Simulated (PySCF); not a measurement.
A geometry optimisation on `C=C1[CH2][GeH2][CH2]1`.

Computed with PBE0-D3(BJ)/def2-SVP geometry optimisation, gas phase (PySCF 2.14.0). Start geometry: GFN2-xTB. The input is one job of a driver script: a line of settings, then coordinates in Å.

Command:
```bash
OMP_NUM_THREADS=1 python probes_run.py task.json out
```

Input:
```
{"job": {"xc": "PBE0", "basis": "def2-SVP", "d3": "d3bj", "grid": 1, "shake": 0.01, "kind": "geom"}, "charge": 0, "multiplicity": 1}
C      1.997950    -0.270350     0.157210
C      0.685800    -0.063990    -0.071100
C     -0.108890     1.223920     0.072610
Ge    -1.721070     0.145550     0.199770
C     -0.340420    -1.116570    -0.427260
H      2.623450     0.572080     0.432830
H      2.445460    -1.217090     0.053650
H     -0.020200     1.830710    -0.834320
H      0.241650     1.854130     0.928990
H     -2.925340     0.452880    -0.694150
H     -2.308580    -0.088550     1.598180
H     -0.166330    -2.067920     0.076690
H     -0.397640    -1.271690    -1.503430
```

Output:
```
step   0  E = -2233.36707860  max force = 0.032292
step   1  E = -2233.37139672  max force = 0.007700
step   2  E = -2233.37165561  max force = 0.000963
step   3  E = -2233.37172397  max force = 0.001544
step   4  E = -2233.37180962  max force = 0.001930
step   5  E = -2233.37199135  max force = 0.002737
step   6  E = -2233.37203976  max force = 0.001110
step   7  E = -2233.37206427  max force = 0.000301
step   8  E = -2233.37206690  max force = 0.000359
optimisation converged
```

Energies in Eh; «max force» is the largest Cartesian gradient component in Eh/bohr.

Task: How much energy does the optimisation release, in kcal/mol?

Result: E(step 0) − E(last step) = 0.004988 Eh, which is 3.1 kcal/mol.

Task: Give the first gradient maximum in eV/Å.

Result: With 1 Eh/bohr = 51.422 eV/Å, 1.661 eV/Å.

Summary of the converged run: final energy -2233.37207 Eh after 8 steps; dipole 0.54 D.

Task: Where do the atoms end?

Result: 0.244 Å rms from the input after alignment:
```
atom  x, y, z in Å
C1     1.9169   -0.2670    0.4370
C2     0.7064   -0.0522   -0.0857
C3    -0.0738    1.2475   -0.0818
Ge4   -1.6869    0.1216    0.1884
C5    -0.2960   -1.0956   -0.5366
H6     2.5152    0.5563    0.8369
H7     2.3435   -1.2730    0.4838
H8    -0.1324    1.6940   -1.0897
H9     0.2484    2.0141    0.6351
H10   -2.9468    0.4031   -0.6533
H11   -2.0477   -0.1307    1.6618
H12   -0.1420   -2.1179   -0.1675
H13   -0.4005   -1.1170   -1.6353
```

Task: Estimate the wall time. Hardware: one thread, Arm Neoverse V1 (aarch64), shared host with 32 logical CPUs at a one-minute load of 8.6. And the peak memory of the process?

Result: About 60 s, with 0.50 GiB resident at the peak, the Python interpreter and its libraries included.
Labels such as C1 count atoms from 1, the log's own numbers from 0.
